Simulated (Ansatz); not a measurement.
Start from `C/C=C(\F)[SiH3]` and change one atom or group to get `C/C=C(\F)OC`.

Ansatz, PBE0-D4/def2-TZVP geometries, multiplicity 1. Each molecule was computed in one conformer, which needn't be the lowest.

```
                                          property  `C/C=C(\F)[SiH3]`
               LUMO energy (B3LYP/def2-TZVPP) / eV              -0.32
             HOMO–LUMO gap (B3LYP/def2-TZVPP) / eV               6.82
                 HOMO energy (PBE/def2-TZVPP) / eV              -6.16
           HOMO–LUMO gap (ωB97M-V/def2-TZVPP) / eV              11.55
             HOMO energy (ωB97M-V/def2-TZVPP) / eV              -9.56
size of the dipole moment (ωB97M-V/def2-TZVPP) / D               1.50
```

Give the same properties after the change, and the shifts. (An estimate is asked.)

The calculation gave: 
```
                                          property  `C/C=C(\F)OC`  shift
               LUMO energy (B3LYP/def2-TZVPP) / eV           0.74   1.06
             HOMO–LUMO gap (B3LYP/def2-TZVPP) / eV           7.16   0.34
                 HOMO energy (PBE/def2-TZVPP) / eV          -5.40   0.76
           HOMO–LUMO gap (ωB97M-V/def2-TZVPP) / eV          11.69   0.14
             HOMO energy (ωB97M-V/def2-TZVPP) / eV          -8.85   0.71
size of the dipole moment (ωB97M-V/def2-TZVPP) / D           1.24  -0.26
```

With PBE0 the HOMO rises by 0.73 eV and the LUMO rises by 1.13 eV, so the gap widens by about 0.40 eV. PBE moves the HOMO by 0.76 eV and ωB97M-V by 0.71 eV. Dipoles are sizes alone; their direction can turn.

B3LYP here is the variant with VWN-RPA as its local correlation; programs differ in this.
